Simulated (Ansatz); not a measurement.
CH2N (SMILES C#[NH+]) moved off its minimum; all values from Ansatz (an electronic-structure program), cores frozen in correlated methods.
(charge 1, multiplicity 1)
```xyz
4

C     -0.04765     0.04285    -0.56202
N     -0.00487     0.10261     0.62073
H     -0.06550     0.04953    -1.64567
H     -0.02151     0.00077     1.51015
```

### Question
Give the forces (eV/Å), the total energy and the dipole at CCSD(T)/aug-cc-pVTZ.

### Answer

```
atom      Fx      Fy       Fz
----  ------  ------  -------
C1     0.235   0.403    5.092
N2    -0.143   0.329  -13.007
H3    -0.003  -0.006    0.032
H4    -0.089  -0.726    7.882
```
Energy -93.5410 hartree.
